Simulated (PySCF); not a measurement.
Al(H)2(PH2) (AlH₄P), SMILES [PH2][AlH2]. Atoms are numbered in the order given.

```xyz
6

Al     1.1976    -0.0105     0.0000
H      1.9836     0.0148    -1.3892
H      1.9836     0.0148     1.3892
P     -1.1333     0.1194     0.0000
H     -1.2682    -0.8420    -1.0513
H     -1.2682    -0.8420     1.0513
```

The structure is a stationary point at PBE-D3(BJ)/def2-TZVP.

Method: B3LYP/def2-TZVPD run with PySCF.

ESP charges are fitted to the potential on shells at 1.4 to 2.0 van der Waals radii. Atomic charges (e):

```csv
atom,ESP fit,IAO
Al1,0.72,0.60
H2,-0.26,-0.20
H3,-0.26,-0.20
P4,-0.29,-0.19
H5,0.04,-0.01
H6,0.04,-0.01
```
